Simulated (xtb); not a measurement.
C3H6OSi, SMILES C1O[C@H]([SiH3])C=1. All values are semi-empirical tight-binding results from xtb (GFN2-xTB unless named), good for trends rather than for accurate numbers. Geometry optimised at GFN2-xTB. The structure was generated by enumeration; whether it is a known compound was not checked.

Optimised geometry:

```xyz
11

Si     1.5986     0.2339    -0.0988
C     -0.2224     0.0935    -0.6324
C     -1.2214     0.8454     0.1894
C     -1.6029    -0.3286     0.6999
O     -0.7528    -1.1239    -0.0332
H      2.0904     1.5349    -0.5585
H      1.6333     0.1410     1.3582
H      2.3337    -0.8638    -0.7224
H     -0.3828     0.0934    -1.7097
H     -1.4673     1.8768     0.3152
H     -2.2856    -0.7275     1.4258
```

The orbital gap comes out as 4.73 eV. The dipole moment comes out as 1.27 D, the zero-point energy comes out as 47.2 kcal/mol and the G − E(el) at 298.15 K (modified RRHO) is 28.8 kcal/mol. The static polarisability (D4 model) is 66.1 bohr³ and the solvation energy, GFN2-xTB/ALPB(water) is -0.4 kcal/mol. The solvation energy, GFN2-xTB/ALPB(chcl3) comes out as -4.7 kcal/mol.

Computed atomic charges and the Wiberg bond orders between heavy atoms:
charges (e) Si1 0.45, C2 0.01, C3 -0.10, C4 0.09, O5 -0.31, H6 -0.09, H7 -0.07, H8 -0.07, H9 0.03, H10 0.03, H11 0.03. Bond orders Si1–C2 0.81, C2–C3 1.04, C3–C4 1.79, C2–O5 0.95, C4–O5 1.06.
